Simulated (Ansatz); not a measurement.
One geometry of the cluster Ba2S2⁺, several levels of theory.

```yaml
crystal:
  periodic: [false, false, false]
  atoms:
    - {symbol: Ba, position_ang: [-2.318291, 0.146095, -0.223243]}
    - {symbol: Ba, position_ang: [2.316125, -0.142835, 0.246549]}
    - {symbol: S, position_ang: [0.120245, 1.569273, -0.220427]}
    - {symbol: S, position_ang: [-0.118079, -1.572534, 0.197121]}
basis:
  gaussian: {orbitals: def2-TZVP, initial_orbitals: start.molden}
total_charge: 1
magnetization: {spin_polarized: true, initial_magnetization: 1}
hamiltonian: {xc: {text: "exchange = 0.50*pbe_x + 0.50*exact_x\ncorrelation = pbe_c"}}
scf: {omitted_lower_state_checks: [starts]}
output: {orbitals: {seedname: orbitals}}
```

The file start.molden holds the orbitals of an earlier run on this structure, at another level or in another basis.

```sh
$ ansatz run in.yaml --threads 4 --pin off --events-out ev --progress --plain --max-ram 3916MiB
```

It prints (some lines left out):

```
Functional definition: unnamed
1224 factors; their error is unknown
mean field evaluation 1: about -23051.2772 eV, gradient 7.6e0 eV
mean field evaluation 2: about -23051.3656 eV, gradient 1.7e-1 eV
mean field evaluation 4: about -23051.4867 eV, gradient 1.4e-3 eV
mean field evaluation 8: about -23051.4867 eV, gradient 2.1e-5 eV
mean field -23051.48667302 eV, -847.1265103746 hartree, gradient 2.2e-5 eV, S^2 0.772610; 0 other end points of the search recorded, 0 dependent functions left out
reference -23051.48670020 eV, -847.1265113735 hartree; 26, 25 occupied and 128, 129 virtual orbitals, 1224 factors
Total energy: -23051.48670020 eV, -847.1265113735 hartree
Checks for a lower state left out: starts
```

Run time 8.5 s (4 threads of Intel Xeon on a shared host).

The first input with `hamiltonian: {xc: {name: wB97M-V}}` (abridged; 27 s):

```
Functional definition: wB97M-V
mean field -23053.17908050 eV, -847.1887052023 hartree, gradient 1.3e-5 eV, S^2 0.762015
Total energy: -23053.17915169 eV, -847.1887078184 hartree
Checks for a lower state left out: starts
```

As the first input, with `hamiltonian: {xc: pbe}`, `correlation: {method: rpa}` and without the key `output` (abridged; 7.5 s):

```
Functional definition: PBE
mean field -23050.18778158 eV, -847.0787769947 hartree, gradient 2.3e-6 eV, S^2 0.754867
10 core orbitals not correlated: weight in the atoms' cores, before any rotation towards them, 1.000 or more for the frozen orbitals, at most 0.000 for the correlated occupied ones
Total energy: -23030.69792393 eV, -846.3625379368 hartree
Checks for a lower state left out: starts
```

As the first input, with `gaussian: {orbitals: def2-TZVPP, initial_orbitals: start.molden}`, `correlation: {method: ccsd_t}`, `scf: {omitted_lower_state_checks: [starts, cluster_reference]}` and without the key `hamiltonian` (abridged; 2.6 min):

```
Functional definition: HF
mean field evaluation 16: about -23002.6773 eV, gradient 2.8e-4 eV
mean field -23002.67728785 eV, -845.3327985538 hartree, gradient 1.7e-6 eV, S^2 0.807752
10 core orbitals not correlated: weight in the atoms' cores, before any rotation towards them, 1.000 or more for the frozen orbitals, at most 0.000 for the correlated occupied ones
second order -17.82780176 eV of doubles, -0.00000000 eV of singles
cycle   1  -18.61401418 eV  change   -7.9e-1 eV  update   1.1e-1
cycle   2  -19.06658551 eV  change   -4.5e-1 eV  update   3.6e-2
cycle   3  -19.20371532 eV  change   -1.4e-1 eV  update   2.3e-2
cycle   4  -19.20036276 eV  change    3.4e-3 eV  update   9.2e-3
cycle   5  -19.19328356 eV  change    7.1e-3 eV  update   5.1e-3
cycle   6  -19.19376126 eV  change   -4.8e-4 eV  update   2.8e-3
cycle   7  -19.19462926 eV  change   -8.7e-4 eV  update   1.8e-3
cycle   8  -19.19529441 eV  change   -6.7e-4 eV  update   1.0e-3
cycle   9  -19.19553689 eV  change   -2.4e-4 eV  update   4.1e-4
cycle  10  -19.19533386 eV  change    2.0e-4 eV  update   1.5e-4
cycle  11  -19.19529909 eV  change    3.5e-5 eV  update   6.5e-5
cycle  12  -19.19533792 eV  change   -3.9e-5 eV  update   2.7e-5
cycle  13  -19.19535146 eV  change   -1.4e-5 eV  update   9.8e-6
perturbative correction -0.89355330 eV, -0.0328374779 hartree
Total energy: -23022.76619260 eV, -846.0710521867 hartree
Checks for a lower state left out: starts, cluster_reference
```

First input, but with `gaussian: {orbitals: def2-SVP, initial_orbitals: start.molden}`, `hamiltonian: {xc: pbe, dispersion: d4}` (abridged; 4.2 s):

```
Functional definition: PBE
mean field -23041.40898987 eV, -846.7561623499 hartree, gradient 8.5e-6 eV, S^2 0.754103
Total energy: -23041.57456078 eV, -846.7622469683 hartree
Checks for a lower state left out: starts
```

The first input with `hamiltonian: {xc: {text: "exchange = 0.95*pbe_x + 0.05*exact_x\ncorrelation = pbe_c"}}` (abridged; 6.5 s):

```
Functional definition: unnamed
mean field -23050.28326109 eV, -847.0822858018 hartree, gradient 2.2e-5 eV, S^2 0.756078
Total energy: -23050.28331592 eV, -847.0822878170 hartree
Checks for a lower state left out: starts
```

As the first input, with `hamiltonian: {xc: {name: r2SCANh}, dispersion: d4}` (abridged; 12 s):

```
Functional definition: r2SCANh
mean field -23056.95413639 eV, -847.3274359476 hartree, gradient 2.0e-5 eV, S^2 0.762669
Total energy: -23056.98809576 eV, -847.3286839314 hartree
Checks for a lower state left out: starts
```

Geometry: PBE-D4/def2-SVP.

In the def2 sets Ba takes a core potential; there is no spin–orbit coupling. Correlated methods freeze 10 core orbitals; core or outer-core shells of Ba are correlated, in sets that lack core-valence functions. The structure comes from a short search, and lower isomers may exist.
